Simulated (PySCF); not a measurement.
C2H7BO2Si.
Numbering: `[OH:1][B:2]1[CH2:3][O:4][CH2:5][SiH2:6]1` (hydrogens: H7 on O1; H8, H9 on C3; H10, H11 on C5; H12, H13 on Si6)

Method: PySCF 2.14.0, PBE0-D3(BJ)/def2-SVP geometry optimisation, gas phase.

**Question.** Give the optimised bond lengths and angles.

**Answer.** 
```tsv
bond	length (Å)	order
O1–B2	1.346	single
B2–C3	1.591	single
C3–O4	1.413	single
O4–C5	1.417	single
C5–Si6	1.923	single
B2–Si6	2.026	single
O1–H7	0.965	single
C3–H8	1.104	single
C3–H9	1.118	single
C5–H10	1.100	single
C5–H11	1.111	single
Si6–H12, Si6–H13	1.497	single
```

Bonds in one row agree within 0.01 Å and their mean is given. Orders are formal, as drawn. A selection of angles:
```tsv
angle	degrees
B2–O1–H7	113.9
O1–B2–C3	126.0
O1–B2–Si6	130.8
C3–B2–Si6	103.1
B2–C3–O4	110.6
B2–C3–H8	113.8
B2–C3–H9	108.3
O4–C3–H8	107.3
O4–C3–H9	110.9
H8–C3–H9	105.8
C3–O4–C5	112.4
O4–C5–Si6	105.4
O4–C5–H10	107.2
O4–C5–H11	111.2
Si6–C5–H10	115.3
Si6–C5–H11	110.5
H10–C5–H11	107.2
C5–Si6–H12	114.1
C5–Si6–H13	111.0
B2–Si6–C5	87.7
B2–Si6–H12	118.2
B2–Si6–H13	115.2
H12–Si6–H13	109.1
```

Dihedral angles: O1–B2–C3–O4 -165° (antiperiplanar); B2–C3–O4–C5 -45° (synclinal); C3–O4–C5–Si6 50° (synclinal); O4–C5–Si6–B2 -30°; O1–B2–Si6–C5 -170° (antiperiplanar); H7–O1–B2–C3 2° (synperiplanar). The mirror-image conformer, all signs reversed, is as good.

The 5-membered ring B2–C3–O4–C5–Si6 has internal angles of 87.7° to 112.4°; it is puckered, 0.19 Å rms from its mean plane, widest ring torsion 50°. O4 (cyclic ether oxygen) is bent (angle 112.4°). Si6 (SiH2 silicon) has angles from 87.7° to 118.2°. B2 (three-coordinate boron) is planar (angles 130.8°, 126.0° and 103.1°, sum 360.0°, 0.02 Å off the plane of its three neighbours).

Point group: C1 (no symmetry element, even within 0.4 Å). No frequency check. One conformer, not necessarily the lowest (H–O1–B2–C3 2°, O1–B2–C3–O4 -165°, B2–C3–O4–C5 -45°, C3–O4–C5–Si6 50°, O4–C5–Si6–B2 -30°).

Hardware: one thread of an Arm Neoverse V1, shared host with 32 logical CPUs at a one-minute load of 33. Cost: 59 s of wall time, 0.52 GiB resident at most. These figures are those of the optimisation.
